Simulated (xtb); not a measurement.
xtb input for CH6O3Si2, SMILES O=CO[SiH2]O[SiH3], GFN2-xTB. 

```
$ xtb mol.xyz --gfn 2 --sp --chrg 0 --uhf 0 --json
$ cat mol.xyz
12

O     -3.16782975     0.27736692    -0.30281373
C     -2.47255230    -0.47100976     0.31578923
O     -1.16594118    -0.45269945     0.34728575
Si    -0.23464672     0.65152012    -0.49056049
O      1.26182812     0.23049274    -0.10995605
Si     2.67081998    -0.43548121     0.35780687
H     -2.86994874    -1.28551912     0.94882597
H     -0.48543526     1.97892711     0.04433725
H     -0.43313109     0.44704561    -1.91550999
H      3.20862139     0.46621837     1.37343382
H      3.48894369    -0.47799231    -0.85185841
H      2.39538051    -1.76844768     0.88845866
```

Log of the run:

```
[banner left out]
          |                Calculation Setup                |
           -------------------------------------------------



           -------------------------------------------------
          |                 G F N 2 - x T B                 |
           -------------------------------------------------

        Reference                      10.1021/acs.jctc.8b01176
      * Hamiltonian:
        H0-scaling (s, p, d)           1.850000    2.230000    2.230000
        zeta-weighting                 0.500000
      * Dispersion:
        s8                             2.700000
        a1                             0.520000
        a2                             5.000000
        s9                             5.000000
      * Repulsion:
        kExp                           1.500000    1.000000
        rExp                           1.000000
      * Coulomb:
        alpha                          2.000000
        third order                    shell-resolved
        anisotropic                    true
        a3                             3.000000
        a5                             4.000000
        cn-shift                       1.200000
        cn-exp                         4.000000
        max-rad                        5.000000


          ...................................................
          :                      SETUP                      :
          :.................................................:
          :  # basis functions                  42          :
          :  # atomic orbitals                  40          :
          :  # shells                           20          :
          :  # electrons                        36          :
          :  max. iterations                   250          :
          :  Hamiltonian                  GFN2-xTB          :
          :  restarted?                      false          :
          :  GBSA solvation                  false          :
          :  PC potential                    false          :
          :  electronic temp.          300.0000000     K    :
          :  accuracy                    1.0000000          :
          :  -> integral cutoff          0.2500000E+02      :
          :  -> integral neglect         0.1000000E-07      :
          :  -> SCF convergence          0.1000000E-05 Eh   :
          :  -> wf. convergence          0.1000000E-03 e    :
          :  Broyden damping             0.4000000          :
          :  net charge                          0          :
          :  unpaired electrons                  0          :
          ...................................................

 iter      E             dE          RMSdq      gap      omega  full diag
   1    -21.0427477 -0.210427E+02  0.943E+00    5.78       0.0  T
   2    -21.1769686 -0.134221E+00  0.545E+00    4.62       1.0  T
   3    -21.1805216 -0.355297E-02  0.276E+00    4.84       1.0  T
   4    -21.1844723 -0.395070E-02  0.112E+00    4.34       1.0  T
   5    -21.1855411 -0.106880E-02  0.303E-01    4.55       1.0  T
   6    -21.1857154 -0.174308E-03  0.141E-01    4.58       1.0  T
   7    -21.1857214 -0.602321E-05  0.476E-02    4.61       1.0  T
   8    -21.1857324 -0.109958E-04  0.183E-02    4.60       1.6  T
   9    -21.1857326 -0.238378E-06  0.105E-02    4.60       2.8  T
  10    -21.1857327 -0.665051E-07  0.711E-03    4.60       4.1  T
  11    -21.1857328 -0.724180E-07  0.349E-03    4.60       8.3  T
  12    -21.1857328 -0.250087E-07  0.170E-03    4.60      17.0  T
  13    -21.1857328 -0.154791E-07  0.647E-04    4.60      44.6  T
  14    -21.1857328 -0.193995E-08  0.560E-05    4.60     515.0  T

   *** convergence criteria satisfied after 14 iterations ***

         #    Occupation            Energy/Eh            Energy/eV
      -------------------------------------------------------------
         1        2.0000           -0.8106502             -22.0589
       ...           ...                  ...                  ...
        12        2.0000           -0.4984953             -13.5647
        13        2.0000           -0.4889338             -13.3046
        14        2.0000           -0.4722163             -12.8497
        15        2.0000           -0.4411746             -12.0050
        16        2.0000           -0.4347456             -11.8300
        17        2.0000           -0.4262504             -11.5989
        18        2.0000           -0.4234604             -11.5229 (HOMO)
        19                         -0.2544395              -6.9237 (LUMO)
        20                         -0.2090302              -5.6880
        21                         -0.1929394              -5.2501
        22                         -0.1795686              -4.8863
        23                         -0.1689775              -4.5981
       ...                                ...                  ...
        40                          0.9266310              25.2149
      -------------------------------------------------------------
                  HL-Gap            0.1690209 Eh            4.5993 eV
             Fermi-level           -0.3389499 Eh           -9.2233 eV

 SCC (total)                   0 d,  0 h,  0 min,  0.012 sec
 SCC setup                      ...        0 min,  0.000 sec (  1.232%)
 Dispersion                     ...        0 min,  0.000 sec (  0.616%)
 classical contributions        ...        0 min,  0.000 sec (  0.314%)
 integral evaluation            ...        0 min,  0.002 sec ( 15.492%)
 iterations                     ...        0 min,  0.007 sec ( 57.133%)
 molecular gradient             ...        0 min,  0.003 sec ( 24.392%)
 printout                       ...        0 min,  0.000 sec (  0.692%)

         :::::::::::::::::::::::::::::::::::::::::::::::::::::
         ::                     SUMMARY                     ::
         :::::::::::::::::::::::::::::::::::::::::::::::::::::
         :: total energy             -21.025374495532 Eh    ::
         :: gradient norm              0.000259066411 Eh/a0 ::
         :: HOMO-LUMO gap              4.599292269321 eV    ::
         ::.................................................::
         :: SCC energy               -21.185729651785 Eh    ::
         :: -> isotropic ES            0.090937888063 Eh    ::
         :: -> anisotropic ES         -0.000534386233 Eh    ::
         :: -> anisotropic XC         -0.004431767401 Eh    ::
         :: -> dispersion             -0.007706566251 Eh    ::
         :: repulsion energy           0.160355156253 Eh    ::
         :: add. restraining           0.000000000000 Eh    ::
         :: total charge              -0.000000000000 e     ::
         :::::::::::::::::::::::::::::::::::::::::::::::::::::

           -------------------------------------------------
          |                Property Printout                |
           -------------------------------------------------

    * Orbital Energies and Occupations

         #    Occupation            Energy/Eh            Energy/eV
      -------------------------------------------------------------
         1        2.0000           -0.8106502             -22.0589
       ...           ...                  ...                  ...
         6        2.0000           -0.6001312             -16.3304
         7        2.0000           -0.5963795             -16.2283
         8        2.0000           -0.5874479             -15.9853
         9        2.0000           -0.5549461             -15.1009
        10        2.0000           -0.5101209             -13.8811
        11        2.0000           -0.5079188             -13.8212
        12        2.0000           -0.4984953             -13.5647
        13        2.0000           -0.4889338             -13.3046
        14        2.0000           -0.4722163             -12.8497
        15        2.0000           -0.4411746             -12.0050
        16        2.0000           -0.4347456             -11.8300
        17        2.0000           -0.4262504             -11.5989
        18        2.0000           -0.4234604             -11.5229 (HOMO)
        19                         -0.2544395              -6.9237 (LUMO)
        20                         -0.2090302              -5.6880
        21                         -0.1929394              -5.2501
        22                         -0.1795686              -4.8863
        23                         -0.1689775              -4.5981
        24                         -0.1456355              -3.9629
        25                         -0.1254424              -3.4135
        26                         -0.0639094              -1.7391
        27                         -0.0449422              -1.2229
        28                          0.0508489               1.3837
        29                          0.0676778               1.8416
       ...                                ...                  ...
        40                          0.9266310              25.2149
      -------------------------------------------------------------
                  HL-Gap            0.1690209 Eh            4.5993 eV
             Fermi-level           -0.3389499 Eh           -9.2233 eV

     #   Z          covCN         q      C6AA      α(0)
     1   8 O        0.856    -0.377    21.225     6.177
     2   6 C        2.757     0.342    21.200     7.540
     3   8 O        1.623    -0.338    19.705     5.992
     4  14 Si       3.549     0.605    96.506    18.924
     5   8 O        1.540    -0.436    21.652     6.277
     6  14 Si       3.571     0.518    98.129    19.055
     7   1 H        0.922     0.024     2.675     2.558
     8   1 H        0.921    -0.049     4.078     3.158
     9   1 H        0.921    -0.050     4.093     3.164
    10   1 H        0.919    -0.078     4.865     3.450
    11   1 H        0.919    -0.081     4.944     3.477
    12   1 H        0.919    -0.078     4.848     3.443

 Mol. C6AA /au·bohr⁶  :       2474.439097
 Mol. C8AA /au·bohr⁸  :      85540.851127
 Mol. α(0) /au        :         83.215318


Wiberg/Mayer (AO) data.
largest (>0.10) Wiberg bond orders for each atom

 ---------------------------------------------------------------------------
     #   Z sym  total        # sym  WBO       # sym  WBO       # sym  WBO
 ---------------------------------------------------------------------------
     1   8 O    2.067 --     2 C    1.812     3 O    0.167
     2   6 C    3.920 --     1 O    1.812     3 O    1.200     7 H    0.917
     3   8 O    2.368 --     2 C    1.200     4 Si   0.899     1 O    0.167
     4  14 Si   3.926 --     5 O    1.167     3 O    0.899     8 H    0.884
                             9 H    0.884
     5   8 O    2.363 --     4 Si   1.167     6 Si   1.026
     6  14 Si   3.769 --     5 O    1.026    12 H    0.896    10 H    0.896
                            11 H    0.895
     7   1 H    0.999 --     2 C    0.917
     8   1 H    0.998 --     4 Si   0.884
     9   1 H    0.997 --     4 Si   0.884
    10   1 H    0.994 --     6 Si   0.896
    11   1 H    0.993 --     6 Si   0.895
    12   1 H    0.994 --     6 Si   0.896
 ---------------------------------------------------------------------------

Topologies differ in total number of bonds
Writing topology from bond orders to xtbtopo.mol

molecular dipole:
                 x           y           z       tot (Debye)
 q only:        1.307      -0.105       0.094
   full:        0.900      -0.359       0.289       2.570
molecular quadrupole (traceless):
                xx          xy          yy          xz          yz          zz
 q only:       -3.514       1.185       2.109      -1.296      -0.967       1.405
  q+dip:       -8.935       3.647       4.441      -3.356       0.517       4.494
   full:       -6.084       3.499       3.165      -3.209       0.141       2.919
Note: The following floating-point exceptions are signalling: IEEE_UNDERFLOW_FLAG IEEE_DENORMAL
normal termination of xtb


           -------------------------------------------------
          | TOTAL ENERGY              -21.025374495532 Eh   |
          | GRADIENT NORM               0.000259066411 Eh/α |
          | HOMO-LUMO GAP               4.599292269321 eV   |
           -------------------------------------------------

------------------------------------------------------------------------
------------------------------------------------------------------------
 total:
 SCF:
```

Self-consistency was reached.
